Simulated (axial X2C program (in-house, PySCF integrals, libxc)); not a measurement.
## Which molecule has these constants?

Calculated with an axial X2C code built on PySCF integrals, spin-free (one-electron X2C) or two-component (2c: spin–orbit coupling with atomic mean-field Coulomb and Gaunt terms, which also bring small scalar terms), in Dyall basis sets with cores contracted in-house; open shells are unrestricted.

A two-component PBE0 calculation in a Dyall 3-zeta basis gave Re = 2.834 Å, ωe = 152.5 cm⁻¹, De = 0.33 eV, dipole magnitude 0.88 D, Ω = 1/2.

Question: Which molecule is it?
A. AlHg
B. AlCd
C. AlZn

Answer: B. The others have AlZn 2.678 Å and 172.5 cm⁻¹ (Ω = 1/2); AlHg 2.690 Å and 167.7 cm⁻¹ (Ω = 1/2).

Each entry is the lowest single determinant of a limited PBE0 search at one distance. De goes to single-determinant-based atoms at the same level (for ions the charge split of lowest energy) and is withheld (n/a) where an atom does not fit its ground term or J level. Main or longest-lived isotopes. One determinant is a doubtful description, or other states lie close, for AlCd, AlZn, AlHg; these need not be ground states, and all values refer to the states named. Some light 2c atoms are not at their ground J level, so De misses part of their lowering (0.04 eV or less). The functionals have no current term, which raises determinants with orbital currents. Where the atoms have a lower orbital projection than the molecule, De at mean-field level may be about a tenth of an eV too small.
